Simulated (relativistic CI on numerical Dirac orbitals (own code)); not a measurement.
**Er XL: computed level list**

Computed by Dirac-Coulomb-Breit CI, orbitals from a KLI potential per configuration, model QED (radiative potential, 1s self-energy scaled to tabulated hydrogen-like ionisation energies), unscaled Slater integrals (own radial code, finite nucleus).

Configuration list (outside the closed core [Ar]): 3d10.4s, 3d10.4p, 3d10.4d, 3d10.4f, 3d10.5s, 3d10.5p, 3d10.5d, 3d10.5f, 3d10.5g, 3d10.6s, 3d10.6p, 3d10.6d, 3d9.4s2, 3d10.6f, 3d10.7s, 3d9.4s.4p, 3d10.8s, 3d9.4s.4d, 3d9.4s.4f, 3d9.4s.5s, 3d9.4s.5p, 3d9.4s.5d, 3d9.4s.5f. Double excitations out of closed p, d and f shells are left out; levels of such configurations are missing from the list, as are those of other unlisted configurations, and high levels can miss mixing partners.

The lowest level is 3d10.4s 2S_1/2, with 100 % of that term; Hund's rules for 3d10.4s give 2S with J = 1/2, in agreement.

| No. | Configuration | Term | J | E (eV) | % | Next component (%) | Lifetime (s) |
| --- | --- | --- | --- | --- | --- | --- | --- |
| 1 | 3d10.4s | 2S | 1/2 | 0.00 | 100 |  |  |
| 2 | 3d10.4p | 2P° | 1/2 | 83.20 | 100 |  | 2.59e-11 |
| 3 | 3d10.4p | 2P° | 3/2 | 147.75 | 100 |  | 4.46e-12 |
| 4 | 3d10.4d | 2D | 3/2 | 278.95 | 100 |  | 1.84e-12 |
| 5 | 3d10.4d | 2D | 5/2 | 292.58 | 100 |  | 3.86e-12 |
| 6 | 3d10.4f | 2F° | 5/2 | 432.96 | 100 |  | 4.00e-12 |
| 7 | 3d10.4f | 2F° | 7/2 | 436.04 | 100 |  | 4.85e-12 |
| 8 | 3d10.5s | 2S | 1/2 | 749.71 | 100 |  | 1.82e-13 |
| 9 | 3d10.5p | 2P° | 1/2 | 789.97 | 100 |  | 2.11e-13 |
| 10 | 3d10.5p | 2P° | 3/2 | 820.02 | 100 |  | 3.07e-13 |
| 11 | 3d10.5d | 2D | 3/2 | 882.06 | 100 |  | 2.98e-13 |
| 12 | 3d10.5d | 2D | 5/2 | 888.61 | 100 |  | 2.63e-13 |
| 13 | 3d10.5f | 2F° | 5/2 | 950.59 | 100 |  | 1.56e-13 |
| 14 | 3d10.5f | 2F° | 7/2 | 952.42 | 100 |  | 1.54e-13 |
| 15 | 3d10.5g | 2G | 7/2 | 982.47 | 100 |  | 8.04e-14 |
| 16 | 3d10.5g | 2G | 9/2 | 983.19 | 100 |  | 8.08e-14 |
| 17 | 3d10.6s | 2S | 1/2 | 1120.98 | 100 |  | 2.03e-13 |
| 18 | 3d10.6p | 2P° | 1/2 | 1143.32 | 100 |  | 2.28e-13 |
| 19 | 3d10.6p | 2P° | 3/2 | 1159.79 | 100 |  | 3.15e-13 |
| 20 | 3d10.6d | 2D | 3/2 | 1194.03 | 100 |  | 2.92e-13 |
| 21 | 3d10.6d | 2D | 5/2 | 1197.70 | 100 |  | 2.64e-13 |
| 22 | 3d9.4s2 | 2D | 5/2 | 1220.46 | 100 |  | 4.02e-10 |
| 23 | 3d10.6f | 2F° | 5/2 | 1231.20 | 100 |  | 1.73e-13 |
| 24 | 3d10.6f | 2F° | 7/2 | 1232.32 | 100 |  | 1.72e-13 |
| 25 | 3d9.4s2 | 2D | 3/2 | 1264.05 | 100 |  | 3.89e-10 |
| 26 | 3d9.4s.4p | 4P° | 5/2 | 1290.56 | 34 | 28 4D° | 1.12e-09 |
| 27 | 3d9.4s.4p | 2F° | 5/2 | 1297.00 | 42 | 26 4P° | 8.24e-11 |
| 28 | 3d9.4s.4p | 4F° | 7/2 | 1297.10 | 42 | 34 2F° | 8.02e-11 |
| 29 | 3d9.4s.4p | 2P° | 3/2 | 1298.37 | 32 | 30 2D° | 1.57e-11 |
| 30 | 3d10.7s | 2S | 1/2 | 1332.38 | 100 |  | 2.96e-13 |

Energies count from the lowest computed level; ° marks odd parity; lifetimes are radiative, by E1, M1, E2, M2, E3 decay to levels of this space only.

The mean weight of the leading LS term, summed over parents, in these 30 levels is 92 %, and that of the leading jj configuration (from the same eigenvectors) 100 %.

At this charge energies of transitions that change n are usually good to better than 1 %, and those within a shell (Δn = 0) to a few per cent.

LS names give the leading component of a level, which can be under half, so a name can repeat, a term be missing and a line seem to break the LS rules.
